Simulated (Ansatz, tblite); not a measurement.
Adding an electron: PbS2⁺. Total charge 1; doublet. Geometry: r2SCAN-D4/def2-TZVP. Ansatz, gas phase; energy differences of separate SCF runs; the reduced species is a singlet (the triplet lies 0.61 eV higher at PBE0-D4/def2-TZVP).

```xyz
3

Pb    0.154   -1.542    0.408
S     0.863    0.772   -0.555
S    -1.017    0.770    0.148
```

In the def2 sets Pb takes a core potential; there is no spin–orbit coupling. The xTB rows come from tblite. The structure comes from a short search, and lower isomers may exist.

Task: Estimate orbital energies and vertical electron affinities at: GFN1-xTB; GFN2-xTB; PBE-D4/def2-TZVP; r2SCAN-D4/def2-TZVP; PBE0-D4/def2-TZVP.

Result: 
```tsv
level	−HOMO (eV)	−LUMO (eV)	vertical EA (eV)	HOMO–LUMO gap (eV)
GFN1-xTB	–	–	11.94	–
GFN2-xTB	–	–	12.11	–
PBE-D4/def2-TZVP	11.05	9.94	7.01	1.11
r2SCAN-D4/def2-TZVP	11.40	9.76	7.03	1.64
PBE0-D4/def2-TZVP	12.30	8.95	7.05	3.34
```

  HOMO and LUMO are the levels of the spin that leaves or enters (xTB has no such levels and no spin-polarisation term). Other spin states of the ions may lie lower, which would lower the ionisation energy or raise the affinity. Raw xTB energy differences between charge states are shifted by several eV; the methods need an empirical correction for them.
